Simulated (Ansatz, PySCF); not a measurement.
Pair of molecules: HCl (SMILES Cl) (first 2 atoms) with CH2O2 (SMILES O=CO); geometry from B3LYP-D3(BJ)/def2-TZVP.
(charge 0, multiplicity 1):
```xyz
7

Cl    -0.271     0.328    -0.098
H      0.587     0.058     0.858
O      1.127    -0.206     2.581
C      0.236    -0.077     3.387
O     -1.028     0.224     3.114
H      0.379    -0.199     4.466
H     -1.145     0.331     2.149
```

Basis-set superposition error: the interaction energy with monomers in their own basis, and in the dimer's basis (counterpoise).

Codes used: Ansatz (an electronic-structure program); PySCF for 6-31G* rows, M06-2X. Each number belongs to the level named beside it.

```
level                    uncorrected (kJ/mol)  counterpoise (kJ/mol)  difference
-----------------------  --------------------  ---------------------  ----------
SVWN5/def2-TZVPPD                       -55.9                  -55.2         0.7
BLYP/def2-TZVPPD                        -21.7                  -21.2         0.6
B97M-V/def2-TZVPPD                      -33.0                  -32.5         0.4
B3LYP/def2-TZVPPD                       -24.7                  -24.2         0.5
BHLYP/def2-TZVPPD                       -26.6                  -26.2         0.4
M06-2X/def2-TZVPPD                      -31.3                  -30.8         0.6
wB97X-V/def2-TZVPPD                     -30.8                  -30.4         0.5
MP2/6-31G*                              -29.6                  -15.5        14.1
CCSD/aug-cc-pV(D+d)Z                    -26.2                  -19.7         6.5
CCSD(T)/aug-cc-pV(D+d)Z                 -29.3                  -22.1         7.1
```

The error is largest for MP2/6-31G* (14.1 kJ/mol) and smallest for BHLYP/def2-TZVPPD (0.4 kJ/mol).
